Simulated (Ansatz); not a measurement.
System: BH, charge 1, doublet. BH+ (parent SMILES [BH], doublet).
B3LYP-D3(BJ)/def2-TZVP minimum from Ansatz (a quantum-chemistry and plane-wave program):
```xyz
2

B      0.0000     0.0000    -0.2007
H      0.0000     0.0000     1.0036
```
Charge +1, spin multiplicity 2.

Total energies in aug-cc-pVQZ, 3 correlated electrons, 1 frozen orbitals. Open shells are spin-unrestricted; no spin-orbit coupling. Cores are frozen in correlated methods. No relativity. Full CI freezes restricted core orbitals and the other rows unrestricted ones, which leaves a small offset even where coupled cluster is exact. The spin of HB+ (parent SMILES [BH], doublet) was assumed, and the state is the lowest solution found for it.

| method | program | energy (Eh) | error against FCI (mEh) |
|---|---|---|---|
| HF | Ansatz | -24.82235 | 54.29 |
| MP2 | Ansatz | -24.86340 | 13.24 |
| CCSD | Ansatz | -24.87562 | 1.02 |
| CCSD(T) | Ansatz | -24.87639 | 0.25 |
| CCSDT | Ansatz | -24.87666 | -0.02 |
| FCI | Ansatz | -24.87664 | 0.00 |

Rough core times of Ansatz's runs on a shared machine: CCSD(T) under 20 s, CCSDT 2 min, FCI 50 s.
